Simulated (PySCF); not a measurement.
How methods differ on the excitation energy of S⁺

S⁺ [Ne] 3s2 3p3 (4S) → S⁺ [Ne] 3s1 3p4 (4P), as a difference of total energies. Computed with PySCF 2.14 in x2c-QZVPPall with one added diffuse shell each of s, p, d, f type (10s7p5d3f1g, 86 functions), with scalar relativity by spin-free X2C-1e. Correlated levels: valence and next inner shell: 1s2 frozen. The calculations carry no spin-orbit coupling.

```
                                method  excitation energy (eV)  error (eV)
                                   UHF                  10.517      +0.647
    MP2 (valence and next inner shell)                  10.626      +0.756
SCS-MP2 (valence and next inner shell)                  10.606      +0.736
   CCSD (valence and next inner shell)                  10.153      +0.283
CCSD(T) (valence and next inner shell)                   9.977      +0.107
```

Reference: 9.870 eV (measured; NIST levels, between the centres of gravity of the two terms).

Errors of the correlated levels include the incompleteness of this basis and the frozen core.

The coupled-cluster amplitudes are large for the upper state (T1 above 0.03 or a double amplitude above 0.15), so a single reference is strained.
